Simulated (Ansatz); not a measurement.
```xyz
2

C    -0.0042   -0.0088   -0.6470
O    -0.0078    0.0058    0.4859
```

Basis set: def2-TZVP (spherical functions). Frozen core: 2 orbitals. Charge 0, multiplicity 1.

Computed with Ansatz (development build ahead of 0.2.0); each method stands on the lowest determinant of its kind that the runs found. Restricted open shells among the atoms or ions are ROHF, correlated in semicanonical orbitals with singles.

**Question.** Give the atomization energy at this shape (free ground-state atoms in the same class of orbitals less the molecule, no zero-point energy) of singlet CO by RHF-MP2, RHF.

**Answer.**

```json
{"method": "RHF-MP2", "atomization energy": "11.51 eV"}
{"method": "RHF", "atomization energy": "7.84 eV"}
```
